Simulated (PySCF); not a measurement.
# Correlation energy of Al⁺ (aluminium, charge +1)

[Ne] 3s2, closed-shell 1S. Computed with PySCF 2.14 in x2c-TZVPall, with scalar relativity by spin-free X2C-1e. Frozen: [Ne]; 2 electrons correlated.

Total MP2 correlation energy: -27.12 mhartree.

Same-spin part 0.00 and opposite-spin part -27.12 mhartree; SCS-MP2 scales them by 1/3 and 6/5 to -32.54 mhartree.

With two correlated electrons CCSD is exact within the correlated space (frozen core and kept virtual orbitals).

| level | correlation energy (mhartree) |
| --- | --- |
| CCSD | -39.10 |

Diagnostics: T1 = 0.0081, D1 = 0.0115, largest double amplitude 0.111.

Is a single reference adequate?

Mostly. T1 lies below 0.03, but a double amplitude of this size points to a near-degeneracy that CCSD handles and MP2 describes poorly.
